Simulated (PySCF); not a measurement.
Species: C7H7O2 (charge -1).
Structure used (GFN2-xTB), in Å, numbered top down from 1:
```
atom  x, y, z in Å
O1     3.0283   -0.7401    1.2393
C2     2.4943   -0.6259    0.1250
O3     2.9627   -0.8772   -0.9977
C4     1.0407   -0.0965    0.1326
C5     0.3098    0.2347    1.1955
C6    -1.0640    0.6528    0.8177
C7    -1.8809   -0.4195    0.1419
C8    -1.1063    0.5612   -0.6864
C9     0.2691    0.1176   -1.1476
H10    0.6456    0.1930    2.2168
H11   -1.5765    1.4220    1.3843
H12   -1.5218   -1.4371    0.1953
H13   -2.9602   -0.3273    0.1593
H14   -1.6534    1.2740   -1.2922
H15    0.2457   -0.8019   -1.7360
H16    0.7595    0.8792   -1.7594
```

A PySCF run (density fitting, gas phase, GFN2-xTB geometry) gave HOMO 0.78 eV, LUMO 3.78 eV.

Task: Which of these levels was it?
A. KT2/6-31G
B. B3LYP/cc-pVDZ
C. PBE0/pcSseg-0
D. CAM-B3LYP/MINI
E. OLYP/ANO-RCC-VDZP

Result: A. It is KT2/6-31G. All candidates on this geometry:

```csv
level and settings,kind,basis functions,SCF cycles,E (Eh),HOMO (eV),LUMO (eV)
"OLYP/ANO-RCC-VDZP, fitting basis def2-qzvpp-jkfit, energy threshold 1e-11 Eh",GGA,161,19,-421.3979,0.54,2.44
"KT2/6-31G, grid level 1",GGA,95,15,-428.3038,0.78,3.78
B3LYP/cc-pVDZ,global hybrid,161,16,-421.4228,-0.38,4.38
"PBE0/pcSseg-0, fitting basis def2-qzvpp-jkfit",global hybrid,95,11,-419.9508,-0.75,4.42
CAM-B3LYP/MINI,range-separated hybrid,52,15,-417.9121,-1.46,4.70
```

The nearest other candidate, by the summed differences of HOMO and LUMO, is OLYP/ANO-RCC-VDZP: its HOMO differs by -0.24 eV and its LUMO by -1.34 eV. Cycle counts include a coarse-grid stage where the run had one. KT2 was designed for NMR shieldings or shifts; total energies of different functionals aren't comparable. ANO-RCC sets were contracted for a scalar-relativistic Hamiltonian, but ran non-relativistically here. The HOMO energy is positive at KT2/6-31G and OLYP/ANO-RCC-VDZP; such an orbital is held in place by the finite basis.
